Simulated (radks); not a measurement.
Task: Ho, 67 electrons, occupied as [Xe] 4f11 6s2 (the NIST ground configuration). All-electron calculation, Dirac Kohn-Sham, exchange-only LDA, spin-unpolarised, spherical densities, finite nucleus; open shells fill j = l - 1/2 first; Fermi nuclear charge, rms radius 5.2022 fm. Program: a radial shooting solver on a logarithmic mesh with Libxc functionals.

Spin-orbit splittings of the eigenvalues, e(l+1/2) - e(l-1/2), with zeta = 2 splitting/(2l+1) and mean radii in bohr:

shell  occ.  splitting (eV)  zeta (eV)  <r> j=l-1/2  <r> j=l+1/2
2p        6           855.9      570.6      0.07293      0.08009
3p        6           178.7      119.1       0.2193       0.2328
3d       10           39.08      15.63       0.2055       0.2097
4p        6           40.27      26.84       0.5287       0.5601
4d       10           7.304      2.922       0.5905       0.6017
4f       11               ?          ?       0.8501       0.8760
5p        6           5.036      3.358        1.449        1.563

Estimate the 4f splitting.

Result: 0.9735 eV (zeta = 0.2781 eV).
